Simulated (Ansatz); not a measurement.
```xyz
10

N    -1.0502   -0.0627    2.7566
C    -0.5355   -0.2034    1.5354
C    -0.1108   -0.3413    0.4010
Al    0.5485   -0.6142   -1.3410
N     0.6509    0.7602   -2.4466
H    -0.8365   -0.7853    3.4259
H    -1.0526    0.8669    3.1458
H     1.0235   -2.0293   -1.8596
H     0.9892    0.7070   -3.3932
H     0.3736    1.7021   -2.2243
```

Charge 0, multiplicity 1.

**Question.** List the r2SCAN/def2-TZVPP orbital energies in eV (Ansatz). (Estimate.)

**Answer.** Computed: Occupied: -1516.15, -386.48, -384.20, -273.74, -271.91, -109.69, -70.03, -69.82, -69.81, -24.66, -21.24, -18.60, -14.65, -13.92, -11.81, -11.05, -9.30, -9.16, -7.60, -6.64, -6.20, -5.47. Lowest empty: -0.67, -0.19, 0.57, 0.99, 1.96, 2.18, 2.82, 2.89.
